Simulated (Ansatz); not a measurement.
Relative stability

Two relaxed structures of CH4SiTe, closed shell (PBE0-D4/def2-TZVP; forces vanish, vibrations not checked).

A:

```tsv
atom	x (Å)	y (Å)	z (Å)
Si1	-1.1673	0.1555	-0.4558
C2	-0.1518	0.4175	1.1373
Te3	0.8311	-1.3975	0.4256
H4	-0.6113	0.1496	2.0872
H5	-0.1629	0.8910	-1.3356
H6	0.6082	1.1855	1.2668
H7	2.0876	-0.5627	-0.2630
```

B:

```
7
angstrom
Si -1.0312 0.4965 -0.6258
C 0.2413 0.2792 0.4852
Te 0.9366 -1.6362 0.9415
H -1.5876 -0.6330 -1.3963
H -1.6983 1.8026 -0.8338
H 0.6580 1.0945 1.0658
H 2.4812 -1.4035 0.3634
```

Program: Ansatz 0.2.0. Basis: def2-TZVPP. Cores are frozen in the correlated methods. Filled d shells of the heavier atoms are correlated. Core potentials replace the inner electrons of the atoms past krypton. The def2 sets are not built for correlating such inner shells, so the correlated values are less sure here. B3LYP uses VWN-RPA correlation.

(1) Which structure is lower at CCSD(T), and by how much? (Judge from chemistry; the value comes from the calculation.)

The T1 diagnostic stays at or below 0.014. The restricted Hartree–Fock reference is unstable towards an unrestricted one at one or more of these structures.

## Answers

(1) Computed: A, by 37.4 kJ/mol (electronic energy, against the other). By their contacts, A is CH₄SiTe ([CH2]1[SiH][TeH]1) and B is CH₄SiTe ([SiH2][CH][TeH]).

All methods give the same order:

| method | E(B) − E(A) (kJ/mol) |
| --- | --- |
| PBE-D4 | 49.0 |
| r2SCAN-D4 | 39.9 |
| PBE0-D4 | 50.0 |
| B3LYP-D4 | 35.5 |
| wB97M-V | 46.2 |
| HF | 26.3 |
| MP2 | 34.7 |
| CCSD | 37.2 |
| CCSD(T) | 37.4 |

Labels in which every atom is bracketed show which atoms are joined, not bond orders.

For scale, one of the runs: CCSD(T)/def2-TZVPP, 179 basis functions, launched by `ansatz run in.yaml --threads 2 --pin off --events-out ev --progress --plain --max-ram 4352MiB`. The run took 20 s on 2 CPU threads of an Intel Xeon 6975P-C (shared host), with 1.9 GiB of host memory at its peak.
